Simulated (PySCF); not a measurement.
System: methyltin tribromide, CH₃Br₃Sn (charge 0, singlet). SMILES: [Br][Sn]([Br])([CH3])[Br]
Geometry from a B3LYP-D3(BJ)/def2-TZVP (Ansatz) optimisation:
```
Sn
C 1 2.1397
H 2 1.0872 1 108.06
H 2 1.0872 3 110.85 1 -118.23
H 2 1.0872 3 110.85 4 -123.54
Br 1 2.4876 2 111.25 3 -60.00
Br 1 2.4876 2 111.25 3 60.00
Br 1 2.4876 2 111.25 3 180.00
```
Charge 0, spin multiplicity 1.

Dispersion corrections to the total energy (kcal/mol) from the dftd3 and dftd4 libraries through PySCF: D3(BJ) without and D4 with the three-body term, each with the damping fitted for the functional named.

| functional | D3(BJ) | D4 |
|---|---|---|
| B3LYP | -12.82 | ___ |
| LC-wPBE | -7.75 | -7.91 |
| revPBE | -13.80 | ___ |
| BLYP | -15.09 | -13.97 |
| PBE | -6.37 | -6.88 |
| PW6B95 | -5.49 | -4.16 |
| CAM-B3LYP | -7.09 | ___ |

Task: Some entries are withheld; supply them.

Result: 
- B3LYP, D4: -11.30
- revPBE, D4: -14.43
- CAM-B3LYP, D4: -6.52
